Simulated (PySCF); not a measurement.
**Energy of Os²⁺ (osmium, charge +2) between two integer charges**

The 5d beta orbital of [Xe] 4f14 5d6 is emptied in steps (occupation f), with all orbitals relaxed, ending at [Xe] 4f14 5d5. Computed with PySCF 2.14 in def2-SVP with the def2 core potential (60 electrons) (6s3p2d1f, 32 functions), with a scalar-relativistic core potential. The exact energy is a straight line in f; departures are measured from the line between the end points of the same method.

```tsv
f	PBE0 (eV)	r2SCAN (eV)	LC-wPBE (eV)
1	0.000	0.000	0.000
0.9	-0.346	-0.441	-0.085
0.7	-0.810	-1.024	-0.200
0.5	-0.967	-1.206	-0.240
0.3	-0.814	-0.996	-0.204
0.1	-0.349	-0.414	-0.088
0	0.000	0.000	0.000
```

```tsv
method	E(f=0) − E(f=1) (eV)	−ε at f=1 (eV)	−ε at f=0.5 (eV)
PBE0	26.740	22.910	26.725
r2SCAN	26.448	21.535	26.530
LC-wPBE	26.704	25.770	26.693
```

Orbital energy along the path (eV):

| f | PBE0 | r2SCAN | LC-wPBE |
| --- | --- | --- | --- |
| 1 | -22.910 | -21.535 | -25.770 |
| 0.9 | -23.661 | -22.534 | -25.946 |
| 0.7 | -25.182 | -24.540 | -26.312 |
| 0.5 | -26.725 | -26.530 | -26.693 |
| 0.3 | -28.284 | -28.452 | -27.081 |
| 0.1 | -29.848 | -30.219 | -27.479 |
| 0 | -30.608 | -30.883 | -27.678 |

Reference removal energy between the ground levels: 25 ± 1.6 eV (theoretical estimate listed by NIST; NIST Atomic Spectra Database, ionization energies). The calculation has no spin-orbit coupling. The determinant left behind need not be the lowest term of the ion.
